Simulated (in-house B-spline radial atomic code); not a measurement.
A fraction x of an electron is removed from 2s in B⁺, starting from [He] 2s2 and keeping the highest spin. All numbers are computed (scalar-relativistic (X2C) r2SCAN, spin-polarised, spherical fractional occupations; Fermi nucleus of rms radius 2.406 fm) with a B-spline radial code for spherical atoms, not measured.

```json
{"x": "0", "E(x) - E(0) (eV)": "0.0000", "2s down level (eV)": "-19.731"}
{"x": "0.05", "E(x) - E(0) (eV)": "0.9989", "2s down level (eV)": "-20.224"}
{"x": "0.22", "E(x) - E(0) (eV)": "4.5789", "2s down level (eV)": "-21.891"}
{"x": "0.27", "E(x) - E(0) (eV)": "5.6856", "2s down level (eV)": "-22.376"}
{"x": "0.48", "E(x) - E(0) (eV)": "10.5939", "2s down level (eV)": "-24.346"}
{"x": "0.5", "E(x) - E(0) (eV)": "11.0826", "2s down level (eV)": "-24.524"}
{"x": "0.58", "E(x) - E(0) (eV)": "13.0724", "2s down level (eV)": "-25.215"}
{"x": "0.65", "E(x) - E(0) (eV)": "14.8576", "2s down level (eV)": "-25.782"}
{"x": "0.76", "E(x) - E(0) (eV)": "17.7386", "2s down level (eV)": "-26.576"}
{"x": "0.95", "E(x) - E(0) (eV)": "22.8980", "2s down level (eV)": "-27.710"}
{"x": "1", "E(x) - E(0) (eV)": "24.2666", "2s down level (eV)": "-"}
```

The exact functional would give a straight line between the two integer points. Deviations E(x) - E(0) - x[E(1) - E(0)], in eV: -0.214 at x = 0.05, -0.76 at x = 0.22, -0.866 at x = 0.27, -1.054 at x = 0.48, -1.051 at x = 0.5, -1.002 at x = 0.58, -0.916 at x = 0.65, -0.704 at x = 0.76, -0.155 at x = 0.95.

The curve lies below the straight line by up to 1.054 eV (at x = 0.48): convex, the delocalisation error that favours fractional charges.

Task: How well does Slater's transition state (minus the level at half occupation) give the ionisation energy?

Result: It gives 24.524 eV against 24.267 eV from the two total energies; NIST lists 25.15 eV, ground level to ground level.
